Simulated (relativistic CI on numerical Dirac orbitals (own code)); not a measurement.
# How well does a small relativistic CI reproduce Si²⁺?

Calculated at this level of theory: Dirac-Coulomb-Breit CI, orbitals from a KLI potential per configuration, a model potential for QED, valence Slater integrals scaled by 0.85, P86 correlation estimate, and configurations built on the next ion tied to the tabulated ionisation energy (semi-empirical) (own radial code, finite nucleus).

Configurations in the expansion (outside the closed core [Ne]): 3s2, 3s.3d, 3s.4s, 3s.4p, 3s.3p, 3s.4d, 3s.5s, 3s.4f, 3p2, 3d2, 3p.3d, 3p.4s, 3s.5p, 3d.4s, 3s.5d, 3s.5f, 3s.5g, 4s2. Levels of other configurations are missing.

```csv
Configuration,Term (tabulated),J,Measured (cm⁻¹),Computed,Error,Purity (%)
3s2,1S,0,0.0,0,0,96
3s.3p,3P°,0,52724.7,51598,-1127,99
3s.3p,3P°,1,52853.3,51720,-1133,99
3s.3p,3P°,2,53115.0,51971,-1144,99
3s.3p,1P°,1,82884.4,80705,-2180,95
3p2,1D,2,122214.5,121812,-402,68
3p2,3P,0,129708.4,128061,-1648,99
3p2,3P,1,129842.0,128188,-1654,99
3p2,3P,2,130100.5,128436,-1664,99
3s.3d,3D,3,142943.7,143139,195,100
3s.3d,3D,2,142945.8,143143,198,100
3s.3d,3D,1,142948.2,143147,199,100
3s.4s,3S,1,153377.0,154135,758,100
3p2,1S,0,153444.2,152154,-1290,91
3s.4s,1S,0,159069.6,160583,1514,97
3s.3d,1D,2,165765.0,166152,387,65
3s.4p,3P°,0,175230.0,175555,325,99
3s.4p,3P°,1,175263.1,175588,325,99
3s.4p,3P°,2,175336.3,175658,322,99
3p.3d,3F°,2,198923.1,198836,-87,80
3p.3d,3F°,3,199026.5,198942,-85,80
3p.3d,3F°,4,199164.1,199082,-82,79
3s.4d,3D,1,201597.7,202193,596,100
3s.4d,3D,2,201598.3,202192,593,100
3s.4d,3D,3,201599.5,202190,590,100
3s.4d,1D,2,204330.8,206629,2298,94
3s.4f,1F°,3,204828.1,205839,1011,90
3p.3d,1D°,2,205029.1,203685,-1344,100
3s.5s,3S,1,206176.1,207041,865,100
3s.5s,1S,0,207874.1,209455,1581,99
3s.4f,3F°,2,209531.4,210155,624,81
3s.4f,3F°,3,209559.3,210178,618,81
3s.4f,3F°,4,209599.7,210210,610,80
3s.5p,1P°,1,214532.2,215465,933,88
3s.5p,3P°,2,214989.3,216307,1318,88
3s.5p,3P°,1,214994.6,216290,1295,87
3s.5p,3P°,0,214995.5,216281,1286,87
3p.3d,3P°,2,216190.2,214179,-2011,89
3p.3d,3P°,1,216288.7,214298,-1991,88
3p.3d,3P°,0,216350.3,214365,-1985,88
3p.3d,3D°,1,217385.8,215596,-1790,98
3p.3d,3D°,2,217439.9,215643,-1797,99
3p.3d,3D°,3,217489.5,215693,-1796,100
3s.5f,1F°,3,225526.3,226829,1303,71
3p.4s,3P°,0,226400.0,225722,-678,98
3p.4s,3P°,1,226527.4,225857,-671,98
3p.4s,3P°,2,226820.3,226140,-680,98
3s.5d,3D,1,227081.2,228095,1014,100
3s.5d,3D,2,227084.2,228095,1011,100
3s.5d,3D,3,227088.7,228094,1006,100
3s.5d,1D,2,227665.1,229537,1872,98
3p.4s,1P°,1,228699.8,232793,4093,85
3s.5f,3F°,2,230267.7,230703,436,99
3s.5f,3F°,3,230268.6,230705,436,99
3s.5f,3F°,4,230270.7,230706,436,99
3s.5g,3G,3,230301.2,230628,327,100
3s.5g,3G,4,230301.7,230628,327,100
3s.5g,1G,4,230302.0,230633,331,100
3s.5g,3G,5,230302.4,230628,326,100
3p.3d,1F°,3,235413.9,241031,5617,67
3p.3d,1P°,1,235951.1,238308,2357,94
```

Measured levels from NIST levels in Kelleher and Podobedova, J. Phys. Chem. Ref. Data 37, 1285 (2008); pairs were made by configuration, J and term (by order where the table uses no LS term), so strongly mixed levels may be paired wrongly.

Mean error by configuration (cm⁻¹): 3s.3p -1396; 3p2 -1332; 3s.3d 245; 3s.4s 1136; 3s.4p 324; 3p.3d -416; 3s.4d 1019; 3s.4f 716; 3s.5s 1223; 3s.5p 1208; 3s.5f 653; 3p.4s 516; 3s.5d 1226; 3s.5g 328. Over the excited levels the mean absolute error is 1109 cm⁻¹ (60 of the 68 excited levels that our extract of the source holds in range could be paired, and the others can miss by more), and the median relative error of those above 1,000 cm⁻¹ is 0.44 %.
